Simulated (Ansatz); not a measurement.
Computed with Ansatz on PBE0-D4/def2-TZVP structures; ΔE is electronic, products minus reactants. CBS: MP2 limit from def2 TZ/QZ plus the TZ coupled-cluster correction, frozen cores. This one scheme is used for every species. Functionals use def2-TZVPP. For Br outer-core shells are correlated without core-valence functions, which leaves a few kJ/mol of doubt a bond. Scalar relativity is left out up to krypton. One conformer a species, not always the lowest.

`CO[SiH](O)Br` + H₂O → `CO[SiH](O)O` + HBr  (formal hydrolysis of the Si–Br bond)

`CO[SiH](O)Br`:

Z-matrix (Å, degrees):
```
C
O 1 1.412
H 1 1.090 2 107.9
H 1 1.095 2 111.2 3 119.1
H 1 1.094 2 111.1 3 -119.4
Si 2 1.622 1 126.7 3 177.5
Br 6 2.230 2 108.1 1 -51.7
O 6 1.621 2 109.4 1 -172.8
H 6 1.472 2 113.4 1 67.6
H 8 0.959 6 118.5 2 58.9
```

H₂O:

Cartesian coordinates in Å:
```
O 0.303 0.244 -0.003
H -0.547 0.363 -0.432
H 0.244 -0.608 0.435
```

`CO[SiH](O)O`:

Z-matrix (Å, degrees):
```
C
O 1 1.410
H 1 1.091 2 108.4
H 1 1.096 2 111.7 3 119.3
H 1 1.094 2 111.1 3 -119.3
Si 2 1.636 1 123.8 3 -168.4
O 6 1.634 2 105.6 1 174.9
O 6 1.631 2 114.3 1 -65.5
H 6 1.477 2 109.6 1 51.7
H 7 0.958 6 116.4 2 -25.2
H 8 0.959 6 117.5 2 -75.5
```

HBr:

```xyz
2

Br   -0.311   -0.637    0.046
H     0.311    0.637   -0.046
```

| level | ΔE (kJ/mol) |
| --- | --- |
| B2PLYP | -15.1 |
| HF/def2-TZVPP | -21.8 |

(1) What does CCSD(T)/CBS give? (An estimate is asked.)

Largest T1 diagnostic among the species: 0.011.

## Answers

(1) Computed: -6.5 kJ/mol. The listed levels differ from it by -8.6, -15.3 kJ/mol.

In def2-TZVPP, CCSD(T) changes the Hartree–Fock value by +7.2 kJ/mol (the triples alone add +2.0 kJ/mol) and MP2 by +13.3 kJ/mol. The D4 term adds +5.4 kJ/mol with B3LYP and +2.9 kJ/mol with PBE0; it sums over pairs of atoms, weighted by their polarisabilities, and B3LYP, whose exchange is more repulsive, gets the larger term.

B3LYP here is the variant with VWN-RPA as its local correlation; programs differ in this.
